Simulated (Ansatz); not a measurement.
```xyz
8

N     1.063    0.851    0.218
Si   -0.097   -0.392    0.190
O    -1.503    0.353    0.630
O    -0.034   -0.973   -1.354
H     1.080    1.525    0.965
H     1.959    0.731   -0.222
H    -2.162   -0.210    1.039
H    -0.308   -1.884   -1.467
```

The species carries charge 0 and has multiplicity 2.

Question: List the PBE/def2-TZVPP orbital energies in eV (the Gaussian-basis code of Ansatz). (Estimate.)

Answer: The calculation gave: α occupied: -1780.25, -510.23, -510.23, -380.03, -137.79, -94.58, -94.53, -94.50, -25.19, -24.76, -21.09, -14.01, -12.84, -11.75, -10.71, -9.85, -8.73, -8.33, -7.41, -6.64, -4.08. α empty: 0.09, 0.42, 0.47, 1.94, 2.21, 2.29, 3.00, 5.11. β occupied: -1780.19, -510.16, -510.16, -379.97, -137.71, -94.48, -94.46, -94.41, -25.05, -24.63, -20.97, -13.91, -12.79, -11.70, -10.55, -9.51, -8.49, -8.22, -7.35, -6.39. β empty: -2.44, 0.37, 0.63, 0.66, 2.01, 2.66, 2.75, 3.39. ⟨S²⟩ = 0.752.
